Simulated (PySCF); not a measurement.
Choosing a basis for TDDFT

Compound: C2H5FGeO2.
Bonds: F1–Ge2, Ge2–O3, O3–C4, C4–C5, C5–O6, Ge2–O6. Hydrogens: H7 on Ge2; H8, H9 on C4; H10, H11 on C5.

TDDFT with PBE0 (PySCF), vertical singlets, core orbitals frozen in the response, spherical d and f functions. One conformer (not necessarily the lowest) at the PBE0-D3(BJ)/def2-SVP geometry, without solvent, vibrations or thermal averaging. Relativistic effects, spin–orbit coupling among them, are left out although an element past zinc is present.

```csv
basis,functions,diffuse,S1 (eV),S2 (eV),S3 (eV),S4 (eV),S5 (eV),LUMO (eV),α (au)
6-31G*,112,no,6.89,7.29,7.80,7.86,8.09,0.51,46.8
def2-SVP,127,no,6.98,7.45,7.89,8.02,8.25,0.46,46.8
def2-SVPD,187,yes,6.83,7.14,7.48,7.69,7.84,0.02,55.5
aug-cc-pVDZ,196,yes,6.59,6.92,6.99,7.35,7.44,-0.21,56.5
def2-TZVP,233,no,6.84,7.25,7.72,7.80,8.03,0.21,53.0
def2-TZVPD,293,yes,6.71,7.02,7.23,7.55,7.60,-0.06,56.5
```

How much do these states and the polarisability depend on the basis?

States are compared by their number. Against the largest diffuse basis here (def2-TZVPD, itself not a converged limit), sets without diffuse functions differ by up to 0.27 eV in S1 and 0.65 eV in S5; the smaller diffuse sets differ by up to 0.13 and 0.24 eV. State by state, the largest deviation of a set without diffuse functions is S1 0.27, S2 0.42, S3 0.66, S4 0.47, S5 0.65 eV. The same number needn't mean the same state in each row. Against def2-TZVPD the polarisability deviates by -17% in 6-31G*, -17% in def2-SVP, -2% in def2-SVPD, 0% in aug-cc-pVDZ, -6% in def2-TZVP.

Without π bonds the low states are Rydberg-like; a valence basis with one diffuse set may place them up to an eV too high.
